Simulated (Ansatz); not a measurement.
Gas-phase electronic energies from Ansatz, PBE0-D4/def2-TZVP geometries. CCSD(T)/CBS is the MP2 limit (def2-TZVPP, def2-QZVPP) plus CCSD(T) − MP2 in def2-TZVPP, frozen cores. This one scheme is used for every species. DFT in def2-TZVPP. For Ge outer-core shells are correlated without core-valence functions, which leaves a few kJ/mol of doubt a bond. Scalar relativity is left out up to krypton. Each species was taken in one conformer, which may not be the lowest.

Consider the cleavage of the Si–Ge bond: `[F][Ge]([F])([F])[SiH3]` + `N=CS` → `[SiH3]/N=C\S` + `[F][GeH]([F])[F]`.

`[F][Ge]([F])([F])[SiH3]`:

```xyz
8

F     0.690   -2.014   -1.065
Ge    0.892   -0.626   -0.071
F     2.259    0.187   -0.725
F     1.430   -1.243    1.441
Si   -1.052    0.738    0.084
H    -1.380    1.181   -1.290
H    -2.126   -0.102    0.662
H    -0.713    1.878    0.964
```

`N=CS`:

```xyz
6

N    -0.240    0.553   -0.895
C    -0.132   -0.367   -0.039
S     0.647   -0.153    1.510
H    -0.726    0.219   -1.725
H    -0.503   -1.392   -0.154
H     0.953    1.140    1.304
```

`[SiH3]/N=C\S`:

Z-matrix (Å, degrees):
```
Si
N 1 1.724
H 1 1.483 2 107.6
H 1 1.497 2 115.1 3 120.7
H 1 1.483 2 107.6 3 -118.7
C 2 1.252 1 134.7 3 -121.7
S 6 1.769 2 130.8 1 0.0
H 6 1.097 2 120.6 1 -179.9
H 7 1.345 6 96.7 2 0.1
```

`[F][GeH]([F])[F]`:

```xyz
5

F    -1.205   -0.580   -1.011
Ge    0.057    0.047   -0.046
F     0.788   -1.292    0.720
F    -0.689    0.960    1.189
H     1.048    0.865   -0.851
```

| level | ΔE (kcal/mol) |
| --- | --- |
| ωB97M-V | -2.5 |
| CCSD(T)/def2-TZVPP | -3.4 |
| MP2/def2-QZVPP | -5.3 |
| MP2/CBS(def2) | -4.9 |

(1) What does CCSD(T)/CBS give? (Best estimate.)

Largest T1 diagnostic among the species: 0.015.

## Answers

(1) The calculation gave: -2.7 kcal/mol. The listed levels differ from it by 0.2, -0.7, -2.6, -2.2 kcal/mol.

The D4 term adds −0.8 kcal/mol with B3LYP and −0.4 kcal/mol with PBE0; it sums over pairs of atoms, weighted by their polarisabilities, and B3LYP, whose exchange is more repulsive, gets the larger term. From PBE to PBE0 (25 % exact exchange), in def2-TZVPP and without D4, ΔE moves by −0.9 kcal/mol.

B3LYP here is the variant with VWN-RPA as its local correlation; programs differ in this.
